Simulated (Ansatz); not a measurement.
Isolated molecules relaxed with PBE0-D4/def2-TZVP in Ansatz; ΔE leaves out vibrations. CCSD(T)/CBS is the MP2 limit (def2-TZVPP, def2-QZVPP) plus CCSD(T) − MP2 in def2-TZVPP, frozen cores. This one scheme is used for every species. Functionals use def2-TZVPP. For Ge outer-core shells are correlated without core-valence functions, which leaves a few kJ/mol of doubt a bond. Scalar relativity is left out up to krypton.

`[CH3][GeH]([F])[F]` + H₂ → `[F][GeH2][F]` + CH₄  (hydrogenolysis of a Ge–C bond)

```tsv
level	ΔE (eV)
PBE0-D4	-0.21
BHLYP-D4	-0.26
ωB97M-V	-0.20
HF/CBS(def2)	-0.42
```

Q: What does CCSD(T)/CBS give? (An estimate is asked.)

A: Computed: -0.16 eV. The listed levels differ from it by -0.05, -0.10, -0.04, -0.26 eV.

Largest T1 diagnostic among the species: 0.012.

In def2-TZVPP, CCSD(T) changes the Hartree–Fock value by +0.22 eV (the triples alone add +0.04 eV) and MP2 by +0.27 eV. Leaving LDA and LC-ωPBE aside and taking each functional with its dispersion term where it has one, the values, not all of them listed here, spread over 0.14 eV, from B97M-V to revPBE-D4. LDA lies +0.04 eV from PBE without D4. The D4 term adds +0.07 eV with B3LYP and +0.04 eV with PBE0; it sums over pairs of atoms, weighted by their polarisabilities, and B3LYP, whose exchange is more repulsive, gets the larger term.

B3LYP here is the variant with VWN-RPA as its local correlation; programs differ in this.
